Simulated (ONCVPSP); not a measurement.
**Transferability test, ONCV potential for As (Z = 33)**

arsenic (As), optimised norm-conserving Vanderbilt (ONCV), made with ONCVPSP 4.0.1 (PBE, non-relativistic). Core [Ar], reference 3d10 4s2 4p2.5 (charge +0.5). Waves: 4s: rc 1.35 bohr, ncon 5, nbas 10, qcut 4 1/bohr, 2 projectors, debl 1.8 Ha; 4p: rc 1.55 bohr, ncon 4, nbas 8, qcut 5.3 1/bohr, 2 projectors, debl 0.7 Ha; 3d: rc 0.65 bohr, ncon 3, nbas 8, qcut 28.6 1/bohr, 1 projector. Local part: polynomial inside 0.65 bohr (lpopt 4, dvloc0 -1 Ha). Core correction: none.

Energies are relative to the spin-unpolarised reference configuration 3d10 4s2 4p2.5; without spin polarisation the order of configurations can differ from experiment.

| valence configuration | charge | ΔE all-electron (eV) | error AE − PS (meV) |
| --- | --- | --- | --- |
| 3d10 4s2 4p3 | 0 | -3.573 | -0.1 |
| 3d10 4s2 4p2 | +1 | 5.608 | -0.1 |
| 3d10 4s2 4p1 | +2 | 23.534 | +0.6 |
| 3d10 4s1 4p0 | +4 | 101.088 | +87 |

Levels in the configuration 3d10 4s2 4p3:

| level | all-electron (eV) | pseudo (eV) |
| --- | --- | --- |
| 3d | -41.726 | -41.748 |
| 4s | -14.054 | -14.054 |
| 4p | -5.231 | -5.231 |

Note: ghosts flagged at negative energy: s at -153.9 eV; GHOST(+) flagged for p at 27.8 eV. A true bound ghost makes a file unfit for plane-wave use.
